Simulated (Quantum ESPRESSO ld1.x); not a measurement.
Species: Ge5+. Configuration: [Ar] 3d9. Method: scalar-relativistic Kohn-Sham, LDA (Slater exchange, VWN5 correlation), spin-polarised, spherical densities, point nucleus; open shells are filled with parallel spins first; computed with ld1.x of Quantum ESPRESSO 7.5.

Unscreened Slater integrals over Kohn-Sham orbitals (cm^-1). They are taken over the spin-up orbitals.

F0(3d,3d): 295480
F2(3d,3d): 140270
F4(3d,3d): 87981
F0(3d,3p): 301750
F2(3d,3p): 144470
G1(3d,3p): 176130
G3(3d,3p): 108480
F0(3d,3s): 305600
G2(3d,3s): 134310
F0(3d,2p): 403320
F2(3d,2p): 86644
G1(3d,2p): 67970
G3(3d,2p): 38716
F0(3p,3p): 310980
F2(3p,3p): 155680
F0(3p,3s): 314810
G1(3p,3s): 208190
F0(3p,2p): 421750
F2(3p,2p): 86882
G0(3p,2p): 33635
G2(3p,2p): 35629
F0(3s,3s): 319070
F0(3s,2p): 424630
G1(3s,2p): 35575
F0(2p,2p): 1089500
F2(2p,2p): 514460

Derived for the open shells (J is the average intra-shell exchange parameter used in DFT+U). 3d: Racah B = F2/49 - 5 F4/441 = 1865 cm^-1, C = 35 F4/441 = 6983 cm^-1, C/B = 3.74, F4/F2 = 0.627, J = (F2 + F4)/14 = 16300 cm^-1.
